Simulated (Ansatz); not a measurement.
AlBr3, SMILES `[Br][Al]([Br])[Br]` with one electron removed (charge 1, multiplicity 2), frozen-core CCSD(T)/cc-pVTZ // B3LYP-D3(BJ)/def2-TZVP (Ansatz, a first-principles code). The calculation was stopped at its time limit.

Ansatz 0.2 input:
```yaml
crystal:
  periodic: [false, false, false]
  atoms:
    - { symbol: Br, position_ang: [-1.871045, -1.21992, -0.150166] }
    - { symbol: Al, position_ang: [-0.000085, -0.000033, -0.00024] }
    - { symbol: Br, position_ang: [1.988384, -1.015542, 0.162108] }
    - { symbol: Br, position_ang: [-0.117255, 2.235497, -0.011702] }
basis:
  gaussian: { orbitals: cc-pVTZ }
correlation:
  method: ccsd_t
total_charge: 1
magnetization:
  spin_polarized: true
  initial_magnetization: 1
```

The last lines of the output:

```
determinant -216579.39936391 eV, -7959.1461238340 hartree, with singles and doubles -216599.68671227 eV, -7959.8916701350 hartree
determinant -216579.39900102 eV, -7959.1461104984 hartree, with singles and doubles -216599.68644708 eV, -7959.8916603896 hartree
determinant -216579.39886313 eV, -7959.1461054308 hartree, with singles and doubles -216599.68641280 eV, -7959.8916591299 hartree
determinant -216579.23649852 eV, -7959.1401386416 hartree, with singles and doubles -216599.73652477 eV, -7959.8935007109 hartree
determinant -216579.05483626 eV, -7959.1334626765 hartree, with singles and doubles -216599.34219337 eV, -7959.8790092990 hartree
determinant -216579.05443314 eV, -7959.1334478620 hartree, with singles and doubles -216599.34181223 eV, -7959.8789952924 hartree
determinant -216578.68376989 eV, -7959.1198262389 hartree, with singles and doubles -216599.14732408 eV, -7959.8718479848 hartree
determinant -216578.68370292 eV, -7959.1198237778 hartree, with singles and doubles -216599.14727943 eV, -7959.8718463440 hartree
determinant -216578.68366622 eV, -7959.1198224293 hartree, with singles and doubles -216599.14725924 eV, -7959.8718456021 hartree
determinant -216578.61693809 eV, -7959.1173702157 hartree, with singles and doubles -216599.13671646 eV, -7959.8714581618 hartree
determinant -216577.91246557 eV, -7959.0914813280 hartree, with singles and doubles -216598.51691388 eV, -7959.8486808372 hartree
determinant -216577.17060546 eV, -7959.0642184718 hartree, with singles and doubles -216597.72506842 eV, -7959.8195810534 hartree
determinant -216579.74794247 eV, -7959.1589338599 hartree, with singles and doubles -216599.71794236 eV, -7959.8928178199 hartree
determinant -216579.74773940 eV, -7959.1589263975 hartree, with singles and doubles -216599.71782209 eV, -7959.8928134001 hartree
determinant -216579.74724279 eV, -7959.1589081473 hartree, with singles and doubles -216599.71752059 eV, -7959.8928023200 hartree
determinant -216579.51094800 eV, -7959.1502244738 hartree, with singles and doubles -216599.38483985 eV, -7959.8805765284 hartree
determinant -216579.51073945 eV, -7959.1502168097 hartree, with singles and doubles -216599.38468373 eV, -7959.8805707911 hartree
determinant -216579.51024327 eV, -7959.1501985756 hartree, with singles and doubles -216599.38425337 eV, -7959.8805549755 hartree
determinant -216579.39936391 eV, -7959.1461238340 hartree, with singles and doubles -216599.72503553 eV, -7959.8930784891 hartree
```
